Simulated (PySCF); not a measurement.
## Polarisability and C₆ of Bi⁺ (bismuth, charge +1)

[Xe] 4f14 5d10 6s2 6p2, high-spin 3P determinant. Calculation: PySCF 2.14, in ANO-RCC-VTZP (8s7p5d3f2g, 93 functions); the spin-free X2C one-electron Hamiltonian (Gaussian nucleus). Coupled (time-dependent) response in atomic units; α is the mean over directions. The basis has no added diffuse functions, which lowers α and C₆.

| method | mean α (bohr³) | α xx, yy, zz | C₆ (like pair) | S(−4) |
| --- | --- | --- | --- | --- |
| B3LYP | 23.47 | 20.06, 25.18, 25.18 | 222.6 | 118.9 |

S(−4) is the Cauchy moment in α(ω) = α(0) + S(−4) ω² + …

Spin-orbit coupling is absent.

α(iu) at B3LYP:

| u (hartree) | α(iu) (bohr³) |
| --- | --- |
| 0 | 23.47 |
| 0.0500 | 23.18 |
| 0.100 | 22.36 |
| 0.200 | 19.76 |
| 0.300 | 16.80 |
| 0.500 | 11.90 |
| 0.750 | 8.151 |
| 1.00 | 6.004 |
| 1.50 | 3.778 |
| 2.00 | 2.655 |
| 3.00 | 1.542 |
| 5.00 | 0.7121 |

For an ion, C₆ is the dispersion term alone; charge-induced terms of lower order in 1/R come first.

The components differ because the open shell of this determinant is not spherical; for a pure term their mean is the scalar polarisability.

Spin-orbit coupling is strong in this species (close to jj coupling), so the high-spin LS determinant is a model state, not a physical level.
